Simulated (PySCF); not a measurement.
## Spin-rotation constants: `[SiH3][Ge@H]([Cl])[GeH3]`, ClGe2H7Si

Geometry:
```csv
atom,x (Å),y (Å),z (Å)
Si1,-1.979,-0.463,0.349
Ge2,-0.029,0.889,0.135
Cl3,-0.362,2.023,-1.708
Ge4,2.031,-0.331,-0.236
H5,-1.907,-1.275,1.602
H6,-3.193,0.406,0.378
H7,-2.037,-1.376,-0.831
H8,0.105,1.942,1.254
H9,2.387,-1.158,1.014
H10,1.831,-1.277,-1.431
H11,3.172,0.654,-0.542
```

Method: PySCF 2.14.0, GIAO BLYP/pcSseg-1 magnetisability, rotational g tensor and spin-rotation constants, non-relativistic, gas phase. Geometry: PBE0-D3(BJ)/def2-SVP.

The calculation is non-relativistic, which matters for the atoms heavier than Zn.

Q: Give the nuclear spin-rotation constants along the inertial axes (H = +C I·J) beside the isotropic shieldings.

A: Rotational constants 1.9395, 1.0186, 0.7501 GHz. A star marks the isotopologue with that one atom substituted, in its own axes.
| atom | isotope | Caa (kHz) | Cbb (kHz) | Ccc (kHz) | mean (kHz) | σ (ppm) |
| --- | --- | --- | --- | --- | --- | --- |
| Cl3 | 35Cl | 0.191 | 0.090 | 0.070 | 0.117 | 987.3 |
| H5 | 1H | -0.165 | 0.014 | -0.058 | -0.070 | 27.6 |
| H6 | 1H | 0.060 | -0.089 | -0.067 | -0.032 | 27.4 |
| H7 | 1H | -0.177 | -0.096 | 0.028 | -0.082 | 27.6 |
| H8 | 1H | -0.150 | -0.089 | 0.034 | -0.068 | 25.6 |
| H9 | 1H | -0.127 | -0.011 | -0.057 | -0.065 | 27.5 |
| H10 | 1H | -0.168 | -0.098 | 0.022 | -0.081 | 27.6 |
| H11 | 1H | -0.106 | -0.013 | -0.061 | -0.060 | 27.4 |
| Si1 | 29Si* | -1.068 | -0.554 | -0.420 | -0.681 | 414.4 |
| Ge2 | 73Ge* | -0.630 | -0.290 | -0.259 | -0.393 | 1263.1 |
| Ge4 | 73Ge* | -0.481 | -0.269 | -0.196 | -0.315 | 1550.8 |

For the geometry as given, no vibrational averaging.
